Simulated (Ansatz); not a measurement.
`C/C=C\C[SiH3]` + H–F → `C/C=C\F` + `C[SiH3]`  (substitution at a C–C bond)

Gas-phase electronic energies from Ansatz, PBE0-D4/def2-TZVP geometries. CBS: MP2 limit from def2 TZ/QZ plus the TZ coupled-cluster correction, frozen cores. This one scheme is used for every species. Double bonds are as drawn, so ΔE can hold a change between cis and trans. DFT in def2-TZVPP. B3LYP here is the variant with VWN-RPA as its local correlation; programs differ in this. One conformer a species, not always the lowest.

| level | ΔE (kcal/mol) | difference from CCSD(T)/CBS |
| --- | --- | --- |
| PBE-D4 | 6.0 | -3.4 |
| r2SCAN-D4 | 4.8 | -4.6 |
| PBE0-D4 | 7.1 | -2.3 |
| ωB97X-V | 5.1 | -4.3 |
| PBE0 | 5.2 | -4.2 |
| B3LYP | 2.4 | -7.0 |
| MP2/def2-TZVPP | 11.1 | 1.7 |
| SCS-MP2/def2-TZVPP | 8.7 | -0.7 |
| CCSD/def2-TZVPP | 7.6 | -1.8 |
| MP2/CBS(def2) | 12.3 | 2.9 |
| CCSD(T)/CBS | 9.4 | 0 |

Largest T1 diagnostic among the species: 0.011.

From PBE to PBE0 (25 % exact exchange), in def2-TZVPP and without D4, ΔE moves by +1.3 kcal/mol. The D4 term adds +3.3 kcal/mol with B3LYP and +1.9 kcal/mol with PBE0; it sums over pairs of atoms, weighted by their polarisabilities, and B3LYP, whose exchange is more repulsive, gets the larger term.
